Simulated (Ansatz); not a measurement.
**C6H8Cl2: where a starting geometry ends**

The starting geometry of this gas-phase singlet was optimised with GFN2-xTB; its bonds are those of `C=C1C[C@@H](Cl)C[C@H]1Cl`.

```yaml
atoms:
  - { symbol: C, position_ang: [-0.8696, 0.9843, 0.4488] }
  - { symbol: C, position_ang: [0.4076, 0.6462, 0.4362] }
  - { symbol: C, position_ang: [1.4072, 1.0067, -0.6318] }
  - { symbol: C, position_ang: [2.7705, 0.6895, -0.0238] }
  - { symbol: C, position_ang: [2.4922, -0.4428, 0.9618] }
  - { symbol: C, position_ang: [1.0941, -0.1576, 1.5050] }
  - { symbol: Cl, position_ang: [3.4103, 2.1259, 0.8394] }
  - { symbol: Cl, position_ang: [1.1818, 0.8113, 3.0223] }
  - { symbol: H, position_ang: [-1.5227, 0.6886, 1.2512] }
  - { symbol: H, position_ang: [-1.3039, 1.5785, -0.3360] }
  - { symbol: H, position_ang: [1.2464, 0.3796, -1.5132] }
  - { symbol: H, position_ang: [1.3217, 2.0480, -0.9385] }
  - { symbol: H, position_ang: [3.5264, 0.4310, -0.7653] }
  - { symbol: H, position_ang: [3.2404, -0.5034, 1.7496] }
  - { symbol: H, position_ang: [2.4784, -1.3898, 0.4177] }
  - { symbol: H, position_ang: [0.5487, -1.0613, 1.7784] }
```

**Question.** Where would you expect an optimisation with PBE-D3(BJ)/def2-SVP to take it?

**Answer.** It keeps its bonds, and is `C=C1C[C@@H](Cl)C[C@H]1Cl`.

The energy falls by 0.13 eV over 11 steps:

```csv
step,E − E(last) (eV)
1,0.126
2,0.019
3,0.010
4,0.008
5,0.005
7,0.003
8,0.002
9,0.001
10,0.000
11,0.000
```

Final geometry (Å):

```xyz
16

C    -0.8537    1.1179    0.5068
C     0.4064    0.6595    0.4335
C     1.3992    0.9163   -0.6844
C     2.7694    0.7300   -0.0233
C     2.5252   -0.4113    0.9703
C     1.0878   -0.2060    1.4888
Cl    3.2548    2.2506    0.8468
Cl    1.0517    0.5735    3.1367
H    -1.4873    0.8964    1.3795
H    -1.2794    1.7526   -0.2859
H     1.2928    0.1361   -1.4738
H     1.2764    1.9015   -1.1722
H     3.5858    0.5210   -0.7390
H     3.2768   -0.4682    1.7783
H     2.5628   -1.3674    0.4033
H     0.5610   -1.1676    1.6363
```

The end wasn't checked by frequencies. Run with Ansatz 0.2.0, 19 s on 4 threads of Arm Neoverse V2, on a shared host.
